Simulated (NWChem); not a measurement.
System: SiH$_{3}$S$_{2}$Cl; SMILES S[SiH](S)Cl

```xyz
7

Si     0.0317     0.0282     0.5105
S     -1.5577    -1.1569    -0.2836
S     -0.0590     2.0581    -0.1334
Cl     1.7375    -0.9495    -0.1158
H      0.0517     0.1074     1.9924
H     -2.5164    -0.2844     0.1031
H     -0.2097     1.7444    -1.4399
```
Atoms are numbered in this order, from 1.

Level: PBE0/def2-SVP (NWChem), optimised geometry, unscaled harmonic frequencies. 

Q: List the harmonic frequencies with IR intensities, and the thermochemistry.

A: 
```tsv
frequency (cm⁻¹)	IR intensity (km/mol)
131	0.3
157	2.3
201	31.9
216	7.4
270	29.5
454	18.3
562	69.0
580	116.7
678	26.8
729	53.7
794	84.7
869	116.5
2279	83.0
2706	0.9
2712	2.2
```

| Quantity | Value |
|---|---|
| zero-point energy | 19.1 kcal/mol |
| thermal correction to the enthalpy at 298.15 K (with zero-point energy) | 23.8 kcal/mol |
| heat capacity Cv | 21.6 cal/(mol K) |
| entropy at 298.15 K and 1 atm (symmetry number 1) | 82.7 cal/(mol K) |
| dipole moment | 1.56 D |

Rigid rotor and harmonic oscillator.
